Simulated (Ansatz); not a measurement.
`C=C[CH2][InH][F]`, one more setting.

```yaml
crystal:
  periodic: [false, false, false]
  atoms:
    - {symbol: C, position_ang: [-1.437983, 0.776687, -0.889444]}
    - {symbol: C, position_ang: [-0.584426, -0.245018, -0.867764]}
    - {symbol: C, position_ang: [0.849117, -0.169458, -0.497413]}
    - {symbol: In, position_ang: [0.961635, -0.648689, 1.600463]}
    - {symbol: F, position_ang: [1.484498, 0.988507, 2.561365]}
    - {symbol: H, position_ang: [-1.120937, 1.787732, -0.652533]}
    - {symbol: H, position_ang: [-2.477959, 0.633810, -1.155387]}
    - {symbol: H, position_ang: [-0.961625, -1.236278, -1.115562]}
    - {symbol: H, position_ang: [1.254144, 0.839478, -0.583844]}
    - {symbol: H, position_ang: [1.464992, -0.863799, -1.069527]}
    - {symbol: H, position_ang: [0.634043, -1.919875, 2.690249]}
basis:
  gaussian: {orbitals: STO-3G, final_grid: {core_spheres: 5, valence_spheres: 4, degree: 11}, point_charges: [{charge: 1.00, position_ang: [4.164, 0.422, -0.979]}]}
total_charge: 1
magnetization: {spin_polarized: true, initial_magnetization: 1}
hamiltonian: {xc: {name: PBEsol}}
accuracy: high
output: {forces: true}
```

```sh
$ ansatz run in.yaml --threads 4 --pin off --events-out ev --progress --plain --max-ram 10444MiB
```

Output, abridged:

```
Functional definition: PBEsol
1091 factors; integrals over basis functions are off by at most 5.3e-9 eV
mean field evaluation 1: about -160391.1364 eV, gradient 5.2e1 eV
mean field evaluation 2: about -160193.2007 eV, gradient 1.3e2 eV
mean field evaluation 4: about -160409.1285 eV, gradient 2.7e1 eV
mean field evaluation 8: about -160416.0921 eV, gradient 1.4e0 eV
mean field evaluation 16: about -160415.9746 eV, gradient 3.6e-2 eV
mean field -160415.97462248 eV, -5895.1783335232 hartree, gradient 2.2e-8 eV, S^2 0.753660; 3 other end points of the search recorded, 0 dependent functions left out
reference -160415.97462376 eV, -5895.1783335702 hartree; 41, 40 occupied and 12, 13 virtual orbitals, 1091 factors
Total energy: -160415.97462376 eV, -5895.1783335702 hartree
Atom 0 at    -1.437983     0.776687    -0.889444 Å, force    -1.021482     1.862588     0.124102 eV/Å
Atom 1 at    -0.584426    -0.245018    -0.867764 Å, force     1.847336    -2.068450     0.387500 eV/Å
Atom 2 at     0.849117    -0.169458    -0.497413 Å, force     0.534489     0.050607     1.446756 eV/Å
Atom 3 at     0.961635    -0.648689     1.600463 Å, force    -1.118439    -0.041315     1.301231 eV/Å
Atom 4 at     1.484498     0.988507     2.561365 Å, force    -0.006435    -0.961458    -0.737139 eV/Å
Atom 5 at    -1.120937     1.787732    -0.652533 Å, force     0.156166     1.023815     0.236005 eV/Å
Atom 6 at    -2.477959     0.633810    -1.155387 Å, force    -1.061948    -0.212814    -0.390167 eV/Å
Atom 7 at    -0.961625    -1.236278    -1.115562 Å, force    -0.208519    -0.915088    -0.245966 eV/Å
Atom 8 at     1.254144     0.839478    -0.583844 Å, force    -0.182961     0.792031    -0.030245 eV/Å
Atom 9 at     1.464992    -0.863799    -1.069527 Å, force     0.101314    -0.830597    -0.233203 eV/Å
Atom 10 at     0.634043    -1.919875     2.690249 Å, force     0.404826     1.160361    -1.511330 eV/Å
Dipole moment:    -0.412098     0.059951    -0.275767 e Å
```

Hardware: 4 threads of an Arm Neoverse V2 on a shared host. Wall time 1.6 s, peak host memory 0.45 GiB.
